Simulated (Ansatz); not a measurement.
`[CH3][In]([NH2])[CH]=O`. Total charge 0; spin multiplicity 1. In takes the def2 core potential. All single points use the PBE0-D4/def2-TZVP geometry. It is one conformer, not always the lowest.

```xyz
11

C    -0.476    1.887   -0.595
In    0.007   -0.112    0.005
N     1.207   -0.363    1.609
C    -0.598   -2.072   -0.857
O    -1.275   -2.167   -1.845
H     0.198    2.596   -0.114
H    -1.502    2.120   -0.303
H    -0.397    1.989   -1.677
H     1.492   -1.255    1.978
H     1.600    0.389    2.151
H    -0.256   -3.012   -0.351
```

Problem. What is the dipole moment at PBE/def2-TZVPP? (An estimate is asked.)

Solution. The calculation gave: 2.25 D, with components (1.17, 0.85, 1.73) D in this frame, pointing from negative to positive charge.

Problem. And with r2SCAN, B3LYP, ωB97M-V? (Estimate.)

Solution. Computed: r2SCAN 2.30 D, B3LYP 2.39 D, ωB97M-V 2.40 D.

Problem. Give the Mulliken charges with PBE, B3LYP, ωB97M-V in def2-TZVPP. (Estimate.)

Solution. Ansatz gave: 
| atom | PBE | B3LYP | ωB97M-V |
| --- | --- | --- | --- |
| C1 | -0.54 | -0.55 | -0.58 |
| In2 | 0.59 | 0.69 | 0.66 |
| N3 | -0.50 | -0.53 | -0.50 |
| C4 | -0.05 | -0.05 | -0.05 |
| O5 | -0.18 | -0.23 | -0.24 |
| H6 | 0.11 | 0.11 | 0.13 |
| H7 | 0.11 | 0.11 | 0.13 |
| H8 | 0.12 | 0.12 | 0.14 |
| H9 | 0.15 | 0.13 | 0.11 |
| H10 | 0.14 | 0.13 | 0.11 |
| H11 | 0.05 | 0.07 | 0.08 |

B3LYP here is the variant with VWN-RPA as its local correlation; programs differ in this.
